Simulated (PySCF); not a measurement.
**Working out the ionisation energy of N²⁺**

N²⁺ [He] 2s2 2p1 (2P) → N³⁺ [He] 2s2 (1S). Calculation: PySCF 2.14, in cc-pVTZ (4s3p2d1f, 30 functions); the non-relativistic Hamiltonian (point nucleus). Frozen: 1s2. Energies in hartree (1 hartree = 27.21139 eV):

```json
{"part": "UHF", "N²⁺ (lower)": "-52.817402", "N³⁺ (upper)": "-51.080689"}
{"part": "CCSD correlation", "N²⁺ (lower)": "-0.083075", "N³⁺ (upper)": "-0.085241"}
{"part": "(T)", "N²⁺ (lower)": "-0.001035", "N³⁺ (upper)": "0.000000"}
```

Question: What does Hartree-Fock give?

Answer: (-51.080689) − (-52.817402) = 1.736713 hartree = 47.258 eV.

Question: What do CCSD and CCSD(T) give?

Answer: The CCSD correlation energies differ by -0.002166 hartree = -0.059 eV and the triples by 0.001035 hartree = 0.028 eV, so CCSD gives 47.199 eV and CCSD(T) 47.227 eV.

Reference: 47.445 eV (semi-empirical (NIST evaluation); NIST Atomic Spectra Database, ionization energies), between the lowest levels; spin-orbit coupling is absent from the calculation.

The coupled-cluster amplitudes are large, so a single reference is strained.

What remains against the reference includes basis incompleteness, the frozen core and higher excitations.
